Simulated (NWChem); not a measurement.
System: C4H6O; SMILES C1=CCOC1

Input file for NWChem:

```
start job
memory heap 200 mb stack 900 mb global 1100 mb
geometry units angstroms noautoz
  C      0.000000    -0.666056     1.036490
  C      0.000000     0.666056     1.036490
  C      0.000000     1.161140    -0.376956
  O      0.000000     0.000000    -1.176305
  C      0.000000    -1.161140    -0.376956
  H      0.000000    -1.319150     1.910975
  H      0.000000     1.319150     1.910975
  H      0.889241     1.785256    -0.600429
  H     -0.889241     1.785256    -0.600429
  H      0.889241    -1.785256    -0.600429
  H     -0.889241    -1.785256    -0.600429
end
basis spherical
  * library sto-3g
end
dft
  xc b3lyp
  iterations 150
  mulliken
end
task dft energy
```

Geometry: optimised at PBE0/def2-SVP.

Question: What results follow from this input? (B3LYP/STO-3G.) Quantities: basis functions; energy (Ha); highest occupied level (eV); orbital gap (eV); dipole (D).

Answer: 
```json
{
  "number_of_basis_functions": "31",
  "energy (Ha)": "-228.28",
  "highest occupied level (eV)": "-3.50",
  "orbital gap (eV)": "6.50",
  "dipole (D)": "1.29"
}
```
